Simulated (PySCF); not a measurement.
C₃H₁₁NSi₂, SMILES C=CN([SiH3])C[SiH3]. Atoms are numbered in the order given.

```xyz
17

C     -1.7340    -1.7623    -0.9172
C     -0.5704    -1.0958    -1.0223
N     -0.2650     0.1554    -0.4930
Si    -1.5063     1.1390     0.2803
C      1.1488     0.5556    -0.4860
Si     2.1190    -0.1877     0.9805
H     -2.5834    -1.3915    -0.3373
H     -1.8605    -2.7154    -1.4314
H      0.2491    -1.5422    -1.5992
H     -2.6651     1.3017    -0.6413
H     -2.0069     0.5403     1.5530
H     -0.8658     2.4504     0.5706
H      1.6212     0.2623    -1.4412
H      1.2222     1.6542    -0.4433
H      2.0561    -1.6759     0.9252
H      1.4955     0.2769     2.2540
H      3.5478     0.2482     0.9430
```
Charge 0, spin multiplicity 1.

Coordinates come from a B3LYP-D3(BJ)/def2-SVP optimisation. The structure was generated by enumeration, and PubChem lists no compound with its InChIKey, so it may never have been made. The values are those of a single conformer.

Computed with PBE0/pcSseg-1 run with PySCF.

GIAO shieldings, no solvent; atoms listed in one row are averaged. δ = σ(ref) − σ: ¹³C against TMS (σ = 186.3 ppm); ¹⁵N against NH3 (σ = 267.4 ppm); ²⁹Si against TMS (σ = 352.7 ppm); ¹H against TMS (σ = 31.56 ppm), references at their B3LYP-D3(BJ)/def2-TZVP geometries, non-relativistic.

```
nucleus          atoms  count  δ (ppm)
-------  -------------  -----  -------
¹³C                 C2      1    153.3
¹³C                 C1      1     93.0
¹³C                 C5      1     42.0
¹⁵N                 N3      1     67.9
²⁹Si               Si4      1    -48.9
²⁹Si               Si6      1    -70.3
¹H                  H9      1     6.33
¹H       H10, H11, H12      3     4.87
¹H                  H8      1     4.46
¹H                  H7      1     4.36
¹H       H15, H16, H17      3     4.09
¹H            H13, H14      2     3.12
```
